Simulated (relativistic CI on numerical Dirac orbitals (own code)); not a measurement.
## Radial parameters of Ru XXVI

Computed by Dirac-Coulomb-Breit CI, KLI orbitals optimised for each configuration, model QED, unscaled Slater integrals (own radial code, finite nucleus).

Slater integrals F^k, G^k are unscaled and averaged over j, outside the closed core [Ne]; ζ comes from projecting the Hamiltonian with its Breit term on Σ l·s of the shell.

- 3s2 3p6 3d: ζ(3d) = 18911 cm⁻¹; <r>(3d) = 0.3224, <r^2>(3d) = 0.1207 (bohr units).
- 3s2 3p5 3d2: ζ(3p) = 150270, F^2(3d,3d) = 315070, F^4(3d,3d) = 203180, F^2(3p,3d) = 277190, G^1(3p,3d) = 301260, G^3(3p,3d) = 199700, ζ(3d) = 18606 cm⁻¹; <r>(3p) = 0.3593, <r^2>(3p) = 0.149, <r>(3d) = 0.3231, <r^2>(3d) = 0.1213 (bohr units).
- 3s 3p6 3d2: F^2(3d,3d) = 314690, F^4(3d,3d) = 202920, G^2(3s,3d) = 226680, ζ(3d) = 18772 cm⁻¹; <r>(3s) = 0.3677, <r^2>(3s) = 0.1539, <r>(3d) = 0.3235, <r^2>(3d) = 0.1216 (bohr units).

(1) Give the Racah parameters of the d shell in 3s2 3p5 3d2.

Averages of the first 10 configurations, taken without configuration mixing, which lowers the lowest level and can move excited configurations by several eV; other configurations of the list can lie among them:

| Configuration | Parity | States | Average energy above the lowest level (eV) |
| --- | --- | --- | --- |
| 3s2 3p6 3d | even | 10 | 4.0 |
| 3s2 3p5 3d2 | odd | 270 | 151.9 |
| 3s 3p6 3d2 | even | 90 | 271.4 |
| 3s2 3p6 4s | even | 2 | 507.2 |
| 3s2 3p6 4p | odd | 6 | 549.5 |
| 3s2 3p6 4d | even | 10 | 607.9 |
| 3s2 3p6 4f | odd | 14 | 657.1 |
| 3s2 3p5 3d 4s | odd | 120 | 649.8 |
| 3s2 3p5 3d 4p | even | 360 | 692.2 |
| 3p6 3d3 | even | 120 | 544.7 |

## Answers

(1) B = F²/49 − 5F⁴/441 = 4126 cm⁻¹ and C = 35F⁴/441 = 16126 cm⁻¹.
